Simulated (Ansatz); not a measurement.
Relaxation of C2H7ClSSi2 (13 atoms, charge 0, multiplicity 1), to a largest force component of 0.02 eV/Å in at most 50 steps.

Level of theory: RKS PBE0/6-31G* (Ansatz).

```xyz
13
Properties=species:S:1:pos:R:3:forces:R:3
C -2.129 0.059 -0.969 -2.18 1.48 -0.31
S -1.390 1.368 0.035 0.33 0.15 0.39
Si -0.107 0.233 1.317 -1.62 -0.03 -0.20
Si 2.008 -0.454 -0.457 0.13 -2.02 -2.24
C 1.636 0.518 0.966 1.58 2.84 2.02
Cl 2.728 0.194 2.347 0.23 -0.29 0.42
H -1.411 -0.437 -1.572 0.84 -0.80 -0.44
H -2.845 0.600 -1.671 0.71 -0.71 0.82
H -2.726 -0.587 -0.314 0.23 -0.23 -0.38
H -0.589 -1.153 1.499 0.10 -0.25 -0.07
H 1.816 -1.937 -0.255 -0.02 0.31 0.09
H 1.255 -0.040 -1.682 -0.02 0.08 0.14
H 1.774 1.601 0.771 -0.30 -0.53 -0.23
```

Question: Where does it end, and by what steps?

Answer: The forces met the threshold. The force dipped under the threshold on the way, but the program's further checks kept it going. After 32 steps the energy has fallen by 1.252 eV; H11 moved furthest, 1.24 Å. Parted: Si4–H11. Joined: Si3–Si4, Si3–H11.

```json
{"step": "0", "energy less start (eV)": "0.0000", "largest force component (eV/Å)": "2.844", "accepted": "yes"}
{"step": "2", "energy less start (eV)": "-0.4716", "largest force component (eV/Å)": "0.527", "accepted": "yes"}
{"step": "4", "energy less start (eV)": "-0.5976", "largest force component (eV/Å)": "0.667", "accepted": "yes"}
{"step": "6", "energy less start (eV)": "-0.7564", "largest force component (eV/Å)": "1.327", "accepted": "yes"}
{"step": "8", "energy less start (eV)": "-1.0268", "largest force component (eV/Å)": "0.282", "accepted": "yes"}
{"step": "10", "energy less start (eV)": "-1.1965", "largest force component (eV/Å)": "0.310", "accepted": "yes"}
{"step": "12", "energy less start (eV)": "-1.2238", "largest force component (eV/Å)": "0.141", "accepted": "yes"}
{"step": "14", "energy less start (eV)": "-1.2302", "largest force component (eV/Å)": "0.050", "accepted": "yes"}
{"step": "16", "energy less start (eV)": "-1.2305", "largest force component (eV/Å)": "0.078", "accepted": "no"}
{"step": "18", "energy less start (eV)": "-1.2335", "largest force component (eV/Å)": "0.038", "accepted": "yes"}
{"step": "20", "energy less start (eV)": "-1.2375", "largest force component (eV/Å)": "0.129", "accepted": "yes"}
{"step": "22", "energy less start (eV)": "-1.2436", "largest force component (eV/Å)": "0.206", "accepted": "yes"}
{"step": "24", "energy less start (eV)": "-1.2466", "largest force component (eV/Å)": "0.099", "accepted": "no"}
{"step": "26", "energy less start (eV)": "-1.2481", "largest force component (eV/Å)": "0.234", "accepted": "no"}
{"step": "28", "energy less start (eV)": "-1.2511", "largest force component (eV/Å)": "0.036", "accepted": "yes"}
{"step": "30", "energy less start (eV)": "-1.2516", "largest force component (eV/Å)": "0.065", "accepted": "yes"}
{"step": "32", "energy less start (eV)": "-1.2519", "largest force component (eV/Å)": "0.012", "accepted": "yes"}
```

```xyz
13
Properties=species:S:1:pos:R:3
C -2.386 -0.066 -0.940
S -1.185 1.164 -0.315
Si 0.214 -0.127 0.600
Si 2.516 -0.576 -0.429
C 1.874 0.552 1.050
Cl 2.459 0.101 2.681
H -1.954 -0.665 -1.745
H -3.230 0.503 -1.336
H -2.748 -0.716 -0.140
H -0.389 -1.082 1.561
H 0.842 -1.195 -0.440
H 1.990 0.452 -1.428
H 2.018 1.621 0.895
```

Whether the end is a true minimum wasn't checked by a vibrational analysis.

Time of the run: 2.9 min on 2 threads of Arm Neoverse V1, on a shared host, peak memory 0.33 GiB.
